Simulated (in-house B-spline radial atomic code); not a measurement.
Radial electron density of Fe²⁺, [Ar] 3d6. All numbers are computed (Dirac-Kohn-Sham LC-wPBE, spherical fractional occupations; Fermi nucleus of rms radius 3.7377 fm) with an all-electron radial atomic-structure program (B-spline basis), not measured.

Caution: exact exchange at fractional occupations of open shells leaves self-interaction of up to several eV.

Columns: r (bohr), 4πr²n(r) (electrons per bohr), bar.

```
 0.00228   0.7746 #
 0.00273    1.078 #
 0.00327    1.494 ##
 0.00392    2.061 ###
  0.0047    2.827 ####
 0.00563    3.839 #####
 0.00675    5.172 #######
 0.00808    6.871 #########
 0.00969    9.029 ###########
  0.0116    11.64 ###############
  0.0139    14.74 ###################
  0.0167    18.29 #######################
    0.02    21.99 ############################
  0.0239    25.56 ################################
  0.0287    28.69 ####################################
  0.0344    30.77 #######################################
  0.0412    31.44 ########################################
  0.0494    30.54 #######################################
  0.0592    28.42 ####################################
  0.0709    25.98 #################################
   0.085    24.47 ###############################
   0.102    25.04 ################################
   0.122    27.87 ###################################
   0.146    31.82 ########################################
   0.175    34.65 ############################################
    0.21    33.97 ###########################################
   0.252    29.04 #####################################
   0.302    21.76 ############################
   0.361    15.58 ####################
   0.433    12.97 ################
   0.519    14.06 ##################
   0.622     16.2 #####################
   0.745     16.5 #####################
   0.893    14.07 ##################
    1.07    10.04 #############
    1.28    6.147 ########
    1.54    3.245 ####
    1.84    1.585 ##
    2.21   0.6962 #
    2.65   0.2786 
    3.17   0.0966 
     3.8  0.02628
```

On this grid the curve has 3 maxima, near 0.0412, 0.175, 0.745 bohr.

The 3p3/2 radial function P(r) = rR(r), positive near the nucleus, with its small component Q(r) (sign convention: Q ≈ (P' + κP/r)/2c):

```json
{"r (bohr)": "0.00273", "P": "0.001446", "Q": "-6.825e-05"}
{"r (bohr)": "0.00392", "P": "0.002926", "Q": "-0.0001389"}
{"r (bohr)": "0.00563", "P": "0.005883", "Q": "-0.0002797"}
{"r (bohr)": "0.00808", "P": "0.0117", "Q": "-0.0005556"}
{"r (bohr)": "0.0116", "P": "0.02296", "Q": "-0.001088"}
{"r (bohr)": "0.0167", "P": "0.04441", "Q": "-0.002099"}
{"r (bohr)": "0.0239", "P": "0.08262", "Q": "-0.003896"}
{"r (bohr)": "0.0344", "P": "0.149", "Q": "-0.00701"}
{"r (bohr)": "0.0494", "P": "0.2526", "Q": "-0.01188"}
{"r (bohr)": "0.0709", "P": "0.3932", "Q": "-0.0186"}
{"r (bohr)": "0.102", "P": "0.5403", "Q": "-0.02615"}
{"r (bohr)": "0.146", "P": "0.6046", "Q": "-0.03148"}
{"r (bohr)": "0.21", "P": "0.4498", "Q": "-0.03033"}
{"r (bohr)": "0.302", "P": "-0.01767", "Q": "-0.01971"}
{"r (bohr)": "0.433", "P": "-0.6631", "Q": "-0.003383"}
{"r (bohr)": "0.622", "P": "-1.118", "Q": "0.009519"}
{"r (bohr)": "0.893", "P": "-1.065", "Q": "0.01209"}
{"r (bohr)": "1.28", "P": "-0.6446", "Q": "0.00739"}
{"r (bohr)": "1.84", "P": "-0.2396", "Q": "0.002609"}
{"r (bohr)": "2.65", "P": "-0.04838", "Q": "0.0004909"}
{"r (bohr)": "3.8", "P": "-0.004623", "Q": "4.321e-05"}
```
